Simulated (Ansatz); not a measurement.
Reaction (formal exchange of groups at the Se–B bond): `CB(F)[SeH]` + `N=C[SiH3]` → `N=C[SiH2][SeH]` + `CBF`

Isolated molecules relaxed with PBE0-D4/def2-TZVP in Ansatz; ΔE leaves out vibrations. CCSD(T)/CBS is the MP2 limit (def2-TZVPP, def2-QZVPP) plus CCSD(T) − MP2 in def2-TZVPP, frozen cores. This one scheme is used for every species. DFT in def2-TZVPP. For Se outer-core shells are correlated without core-valence functions, which leaves a few kJ/mol of doubt a bond. Scalar relativity is left out up to krypton. One conformer a species, not always the lowest.

`CB(F)[SeH]`:

Cartesian coordinates in Å:
```
C 0.599 0.686 -0.201
B -0.686 -0.185 -0.321
F -1.595 0.120 -1.243
Se -1.136 -1.735 0.774
H 0.314 1.722 0.011
H 1.300 0.357 0.565
H 1.118 0.704 -1.166
H 0.087 -1.668 1.580
```

`N=C[SiH3]`:

Cartesian coordinates in Å:
```
N 0.938 0.867 -1.140
C 0.575 -0.174 -0.511
Si -0.794 -0.055 0.784
H 1.685 0.661 -1.808
H 1.037 -1.157 -0.695
H -0.260 -0.513 2.095
H -1.903 -0.971 0.400
H -1.278 1.342 0.875
```

`N=C[SiH2][SeH]`:

Cartesian coordinates in Å:
```
N -1.149 0.787 -1.306
C -0.649 0.794 -0.139
Si -0.016 -0.828 0.584
Se 2.238 -0.693 0.902
H -1.435 1.724 -1.600
H -0.540 1.713 0.455
H -0.396 -1.939 -0.317
H -0.552 -1.025 1.955
H 2.499 -0.532 -0.535
```

`CBF`:

```xyz
7

C    -0.069    0.538   -0.423
B     0.078   -0.676    0.534
F     1.232   -1.323    0.630
H     0.839    0.778   -0.979
H    -0.381    1.420    0.148
H    -0.884    0.353   -1.132
H    -0.816   -1.090    1.222
```

```
             level  ΔE (kJ/mol)
            PBE-D4          5.8
           PBE0-D4          3.1
           ωB97X-V          3.4
           ωB97M-V          2.5
     HF/def2-TZVPP         -2.6
SCS-MP2/def2-TZVPP          3.9
     HF/def2-QZVPP         -3.2
SCS-MP2/def2-QZVPP          1.2
```

**Question.** What does CCSD(T)/CBS give? (Estimate.)

**Answer.** Computed: +2.6 kJ/mol. The listed levels differ from it by 3.2, 0.5, 0.8, -0.1, -5.2, 1.3, -5.8, -1.4 kJ/mol.

Largest T1 diagnostic among the species: 0.012.

In def2-TZVPP, CCSD(T) changes the Hartree–Fock value by +9.6 kJ/mol (the triples alone add +1.4 kJ/mol) and MP2 by +6.7 kJ/mol.
